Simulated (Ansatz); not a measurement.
Stepwise reaction of `[CH3][Ge]([OH])([OH])[F]` with hydrogen, as a gas-phase model of exchange steps in deposition or etching. ΔE in kJ/mol; ΔG adds harmonic PBE0-D4 terms to CCSD(T)/CBS, at 1 bar.

Program: Ansatz. Geometries: PBE0-D4/def2-TZVP. ΔE: electronic, gas phase. CCSD(T)/CBS is the MP2 limit (def2-TZVPP, def2-QZVPP) plus CCSD(T) − MP2 in def2-TZVPP, frozen cores. This one scheme is used for every species. DFT in def2-TZVPP. B3LYP here is the variant with VWN-RPA as its local correlation; programs differ in this. For Ge outer-core shells are correlated without core-valence functions, which leaves a few kJ/mol of doubt a bond. Scalar relativity is left out up to krypton. One conformer a species, not always the lowest.

| step | reaction | PBE-D4 | B3LYP-D4 | ωB97M-V | CCSD(T)/CBS | ΔG(500 K) |
| --- | --- | --- | --- | --- | --- | --- |
| 2 | `[CH3][GeH]([OH])[F]` + H₂ → `[CH3][GeH2][F]` + H₂O | 28.3 | 30.2 | 30.1 | 28.7 | 27.6 |

(1) Give the row of step 1, `[CH3][Ge]([OH])([OH])[F]` + H₂ → `[CH3][GeH]([OH])[F]` + H₂O. (Best estimate.)

(2) By hand: ΔE of the 2 steps together at CCSD(T)/CBS.

Answers

(1) Computed: 
```tsv
step	reaction	PBE-D4	B3LYP-D4	ωB97M-V	CCSD(T)/CBS	ΔG(500 K)
1	`[CH3][Ge]([OH])([OH])[F]` + H₂ → `[CH3][GeH]([OH])[F]` + H₂O	30.6	33.3	33.8	32.0	31.9
```

(2) (32.0) + (28.7) = 60.7 kJ/mol, or 30.4 kJ/mol a step.

In ΔE the steps differ by no more than 3.3 kJ/mol. All are uphill at CCSD(T)/CBS. ΔG lies between 27.6 and 31.9 kJ/mol a step. PBE-D4 differs from CCSD(T)/CBS by -1.4 to -0.4 kJ/mol a step. Isolated molecules leave out the surface, adducts and barriers. Largest T1 diagnostic: 0.012.
